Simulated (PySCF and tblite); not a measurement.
The numbers below are computed, except where a source is named.
Molecule: C₃H₇B, numbered as in [BH:1]1[CH2:2][CH2:3][CH2:4]1.

The ring torsion 1–2–3–4 is restrained (values as reached) and the rest relaxed at GFN2-xTB. Energies: PBE0/pcSseg-2 + D3(BJ). Programs: tblite and PySCF.

GFN2-xTB flattens four-membered rings, so the relaxed shapes are rough.

GFN2-xTB profile:

(ring torsion °, kcal/mol): (-38, 3.77), (-31, 2.01), (-23, 0.94), (-16, 0.27), (-8, 0.03), (0, 0.00), (8, 0.03), (16, 0.27), (23, 0.94), (31, 2.01), (38, 3.77)

Task: Give the DFT energy and dipole along the ring torsion.

Result: 
```tsv
ring torsion °	E kcal/mol	dipole D
-38	0.32	0.87
-31	0.00	0.68
-23	0.36	0.52
-16	0.44	0.42
-8	0.74	0.39
0	0.92	0.37
8	0.74	0.39
16	0.46	0.42
23	0.35	0.52
31	0.02	0.68
38	0.36	0.86
```

Task: Where is the lowest sampled point, and what does the planar form cost?

Result: At -31°; the point at 0° lies 0.92 kcal/mol above it.
